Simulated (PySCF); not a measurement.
C2Si, SMILES [Si]1[C][C]1 (connectivity only; charge and spin as stated), neutral, multiplicity 1. Atoms are numbered in the order given.

```xyz
3

Si     0.0000     0.0000    -0.7945
C      0.0000     0.6307     0.9269
C      0.0000    -0.6307     0.9269
```
Charge 0, spin multiplicity 1.

Geometry optimised at ωB97X-D3(BJ)/def2-TZVP.

Two levels are set side by side: PBE/pcSseg-2 (PySCF) and PBE0/pcSseg-2 (PySCF). GIAO shifts against TMS (²⁹Si), TMS (¹³C) at the same level; non-relativistic, no solvent, atoms listed together averaged. Differences are taken from unrounded values.

```json
[
 {"quantity": "δ(²⁹Si) of Si1 (ppm)", "PBE0": "615.0", "PBE": "595.6", "PBE minus PBE0": "-19.4"},
 {"quantity": "δ(¹³C) of C2, C3 (ppm)", "PBE0": "450.9", "PBE": "440.9", "PBE minus PBE0": "-9.9"}
]
```

Rough cost on one machine, each run with all the roots and properties that it gave: PBE0 against PBE within a factor of 2.
